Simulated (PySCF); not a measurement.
C₂H₃Cl₂InO₂, SMILES [O]([In]([Cl])[Cl])C(=O)C. Atoms are numbered in the order given.

```xyz
10

In    -0.0273     0.3894     0.1056
Cl     1.2874     1.9840    -1.0031
Cl    -1.5181     0.9522     1.8270
O     -0.6864    -1.3247    -1.1648
C      0.1690    -2.0872    -0.5879
C      0.2554    -3.5378    -0.9699
O      0.9302    -1.6174     0.3309
H      1.2346    -3.9588    -0.6833
H      0.0676    -3.6589    -2.0521
H     -0.5400    -4.0880    -0.4264
```

The structure is a stationary point at PBE-D3(BJ)/def2-SVP. The def2 effective core potentials stand for the cores of In; spin–orbit coupling is left out. One conformer was computed; it need not be the lowest.

Level of theory: PySCF with PBE/def2-TZVP.

ESP charges are fitted to the potential on shells at 1.4 to 2.0 van der Waals radii. Atomic charges (e):

```csv
atom,Mulliken,ESP fit
In1,0.96,0.69
Cl2,-0.33,-0.24
Cl3,-0.33,-0.24
O4,-0.36,-0.40
C5,0.32,0.63
C6,-0.36,-0.68
O7,-0.35,-0.40
H8,0.15,0.21
H9,0.15,0.21
H10,0.15,0.22
```
